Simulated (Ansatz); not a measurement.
Geometry optimisation, Ansatz, RHF/def2-SVP.

Input:

```yaml
crystal:
  periodic: [false, false, false]
  atoms:
    - { symbol: Ge, position_ang: [0.0, 0.0, 0.0] }
    - { symbol: Ge, position_ang: [0.0, 0.0, 2.4] }
    - { symbol: H, position_ang: [-1.3958, -0.4318, 2.9174] }
    - { symbol: H, position_ang: [1.0719, -0.9929, 2.9174] }
    - { symbol: H, position_ang: [0.324, 1.4247, 2.9174] }
    - { symbol: Cl, position_ang: [2.0935, 0.0, -0.7393] }
    - { symbol: H, position_ang: [-0.73, 1.2648, -0.5162] }
    - { symbol: F, position_ang: [-0.7913, -1.3709, -0.5594] }
basis:
  gaussian: { orbitals: def2-SVP }
hamiltonian:
  xc: hf
relax:
  f_tol: 0.02
  max_steps: 40
```

Run as:

```bash
$ ansatz run input.yaml --threads 2 --pin off --max-ram 3072MiB --backend cpu --events-out ev --progress --plain --runs-dir out
```

Q: Where does it end, and by what steps?

A: The forces met the threshold. The force dipped under the threshold on the way, but the program's further checks kept it going. After 8 steps the energy has fallen by 0.166 eV; H7 moved furthest, 0.26 Å.

```csv
step,energy less start (eV),largest force component (eV/Å),accepted
0,0.0000,1.944,yes
1,-0.0644,0.813,yes
2,-0.1335,0.703,yes
3,-0.1614,0.075,yes
4,-0.1647,0.058,yes
5,-0.1655,0.006,yes
6,-0.1660,0.040,yes
7,-0.1661,0.022,yes
8,-0.1662,0.002,yes
```

```xyz
8
Properties=species:S:1:pos:R:3
Ge -0.017 0.061 0.014
Ge 0.001 -0.005 2.461
H -1.429 -0.209 2.967
H 0.897 -1.162 2.902
H 0.554 1.327 2.975
Cl 2.011 0.223 -0.721
H -0.849 1.120 -0.701
F -0.595 -1.461 -0.561
```

Time of the run: 23 s on 2 threads of Arm Neoverse V1, with other jobs on the host, peak memory 0.3 GiB.
